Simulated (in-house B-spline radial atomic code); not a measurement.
Ionisation energies with and without relativity, with size and susceptibility from the Dirac run. Dirac energy differences include first-order Breit, QED and recoil terms. NIST's values go from ground level to ground level; the uncertainty of those that are theory runs from under 0.1 % in few-electron ions to several per cent in heavy many-electron ones. Computed with a radial B-spline atomic code at the basis-set limit: non-relativistic Hartree-Fock and Dirac-Hartree-Fock, averages of the configuration (point nuclei without relativity, finite nuclei with it).

Some pairs differ by more than the removed electron.

```json
{"ion": "K", "configuration": "[Ar] 4s1", "configuration after": "[Ne] 3s2 3p6", "ionisation non-relativistic (eV)": "4.006", "ionisation Dirac Breit and QED (eV)": "4.020", "tabulated value (eV)": "4.340664", "tabulated kind": "measured", "radius at density 0.001 (bohr)": "4.348", "diamagnetic susceptibility (10⁻⁶ cm³/mol)": "-40.347"}
{"ion": "Ca", "configuration": "[Ar] 4s2", "configuration after": "[Ar] 4s1", "ionisation non-relativistic (eV)": "?", "ionisation Dirac Breit and QED (eV)": "?", "tabulated value (eV)": "?", "tabulated kind": "measured", "radius at density 0.001 (bohr)": "?", "diamagnetic susceptibility (10⁻⁶ cm³/mol)": "?"}
{"ion": "Sc", "configuration": "[Ar] 3d1 4s2", "configuration after": "[Ar] 3d1 4s1", "ionisation non-relativistic (eV)": "5.489", "ionisation Dirac Breit and QED (eV)": "5.520", "tabulated value (eV)": "6.56149", "tabulated kind": "measured", "radius at density 0.001 (bohr)": "5.034", "diamagnetic susceptibility (10⁻⁶ cm³/mol)": "-41.81"}
{"ion": "Ti", "configuration": "[Ar] 3d2 4s2", "configuration after": "[Ar] 3d2 4s1", "ionisation non-relativistic (eV)": "5.795", "ionisation Dirac Breit and QED (eV)": "5.836", "tabulated value (eV)": "6.82812", "tabulated kind": "measured", "radius at density 0.001 (bohr)": "4.924", "diamagnetic susceptibility (10⁻⁶ cm³/mol)": "-39.413"}
{"ion": "V", "configuration": "[Ar] 3d3 4s2", "configuration after": "[Ar] 3d4", "ionisation non-relativistic (eV)": "6.604", "ionisation Dirac Breit and QED (eV)": "6.846", "tabulated value (eV)": "6.746187", "tabulated kind": "measured", "radius at density 0.001 (bohr)": "4.824", "diamagnetic susceptibility (10⁻⁶ cm³/mol)": "-37.294"}
{"ion": "Cr", "configuration": "[Ar] 3d5 4s1", "configuration after": "[Ar] 3d5", "ionisation non-relativistic (eV)": "5.552", "ionisation Dirac Breit and QED (eV)": "5.630", "tabulated value (eV)": "6.76651", "tabulated kind": "measured", "radius at density 0.001 (bohr)": "4.451", "diamagnetic susceptibility (10⁻⁶ cm³/mol)": "-31.336"}
{"ion": "Mn", "configuration": "[Ar] 3d5 4s2", "configuration after": "[Ar] 3d5 4s1", "ionisation non-relativistic (eV)": "6.562", "ionisation Dirac Breit and QED (eV)": "6.636", "tabulated value (eV)": "7.434038", "tabulated kind": "measured", "radius at density 0.001 (bohr)": "4.65", "diamagnetic susceptibility (10⁻⁶ cm³/mol)": "-33.709"}
{"ion": "Fe", "configuration": "[Ar] 3d6 4s2", "configuration after": "[Ar] 3d6 4s1", "ionisation non-relativistic (eV)": "6.791", "ionisation Dirac Breit and QED (eV)": "6.878", "tabulated value (eV)": "7.902468", "tabulated kind": "measured", "radius at density 0.001 (bohr)": "4.573", "diamagnetic susceptibility (10⁻⁶ cm³/mol)": "-32.173"}
{"ion": "Co", "configuration": "[Ar] 3d7 4s2", "configuration after": "[Ar] 3d8", "ionisation non-relativistic (eV)": "?", "ionisation Dirac Breit and QED (eV)": "?", "tabulated value (eV)": "?", "tabulated kind": "measured", "radius at density 0.001 (bohr)": "?", "diamagnetic susceptibility (10⁻⁶ cm³/mol)": "?"}
{"ion": "Ni", "configuration": "[Ar] 3d8 4s2", "configuration after": "[Ar] 3d9", "ionisation non-relativistic (eV)": "?", "ionisation Dirac Breit and QED (eV)": "?", "tabulated value (eV)": "?", "tabulated kind": "measured", "radius at density 0.001 (bohr)": "?", "diamagnetic susceptibility (10⁻⁶ cm³/mol)": "?"}
{"ion": "Cu", "configuration": "[Ar] 3d10 4s1", "configuration after": "[Ar] 3d10", "ionisation non-relativistic (eV)": "6.408", "ionisation Dirac Breit and QED (eV)": "6.560", "tabulated value (eV)": "7.72638", "tabulated kind": "measured", "radius at density 0.001 (bohr)": "4.113", "diamagnetic susceptibility (10⁻⁶ cm³/mol)": "-25.148"}
{"ion": "Zn", "configuration": "[Ar] 3d10 4s2", "configuration after": "[Ar] 3d10 4s1", "ionisation non-relativistic (eV)": "7.635", "ionisation Dirac Breit and QED (eV)": "7.786", "tabulated value (eV)": "9.394197", "tabulated kind": "measured", "radius at density 0.001 (bohr)": "4.313", "diamagnetic susceptibility (10⁻⁶ cm³/mol)": "-27.234"}
{"ion": "Ga", "configuration": "[Ar] 3d10 4s2 4p1", "configuration after": "[Ar] 3d10 4s2", "ionisation non-relativistic (eV)": "5.477", "ionisation Dirac Breit and QED (eV)": "5.444", "tabulated value (eV)": "5.999302", "tabulated kind": "measured", "radius at density 0.001 (bohr)": "4.502", "diamagnetic susceptibility (10⁻⁶ cm³/mol)": "-32.111"}
{"ion": "Ge", "configuration": "[Ar] 3d10 4s2 4p2", "configuration after": "[Ar] 3d10 4s2 4p1", "ionisation non-relativistic (eV)": "6.908", "ionisation Dirac Breit and QED (eV)": "6.875", "tabulated value (eV)": "7.899435", "tabulated kind": "measured", "radius at density 0.001 (bohr)": "4.504", "diamagnetic susceptibility (10⁻⁶ cm³/mol)": "-33.075"}
{"ion": "As", "configuration": "[Ar] 3d10 4s2 4p3", "configuration after": "[Ar] 3d10 4s2 4p2", "ionisation non-relativistic (eV)": "8.391", "ionisation Dirac Breit and QED (eV)": "8.356", "tabulated value (eV)": "9.78855", "tabulated kind": "measured", "radius at density 0.001 (bohr)": "4.409", "diamagnetic susceptibility (10⁻⁶ cm³/mol)": "-32.982"}
{"ion": "Se", "configuration": "[Ar] 3d10 4s2 4p4", "configuration after": "[Ar] 3d10 4s2 4p3", "ionisation non-relativistic (eV)": "9.940", "ionisation Dirac Breit and QED (eV)": "9.906", "tabulated value (eV)": "9.752368", "tabulated kind": "measured", "radius at density 0.001 (bohr)": "4.283", "diamagnetic susceptibility (10⁻⁶ cm³/mol)": "-32.466"}
{"ion": "Br", "configuration": "[Ar] 3d10 4s2 4p5", "configuration after": "[Ar] 3d10 4s2 4p4", "ionisation non-relativistic (eV)": "11.565", "ionisation Dirac Breit and QED (eV)": "11.531", "tabulated value (eV)": "11.81381", "tabulated kind": "measured", "radius at density 0.001 (bohr)": "4.149", "diamagnetic susceptibility (10⁻⁶ cm³/mol)": "-31.76"}
{"ion": "Kr", "configuration": "[Ar] 3d10 4s2 4p6", "configuration after": "[Ar] 3d10 4s2 4p5", "ionisation non-relativistic (eV)": "13.268", "ionisation Dirac Breit and QED (eV)": "13.235", "tabulated value (eV)": "13.99961", "tabulated kind": "measured", "radius at density 0.001 (bohr)": "4.017", "diamagnetic susceptibility (10⁻⁶ cm³/mol)": "-30.971"}
```

Problem. Fill in the row of Ca.

Solution. ionisation non-relativistic (eV): 5.120; ionisation Dirac Breit and QED (eV): 5.140; tabulated value (eV): 6.113156; radius at density 0.001 (bohr): 5.146; diamagnetic susceptibility (10⁻⁶ cm³/mol): -44.512.

Problem. Fill in the row of Co.

Solution. ionisation non-relativistic (eV): 6.198; ionisation Dirac Breit and QED (eV): 6.640; tabulated value (eV): 7.88101; radius at density 0.001 (bohr): 4.502; diamagnetic susceptibility (10⁻⁶ cm³/mol): -30.775.

Problem. Fill in the row of Ni.

Solution. ionisation non-relativistic (eV): 6.115; ionisation Dirac Breit and QED (eV): 6.618; tabulated value (eV): 7.639878; radius at density 0.001 (bohr): 4.435; diamagnetic susceptibility (10⁻⁶ cm³/mol): -29.496.
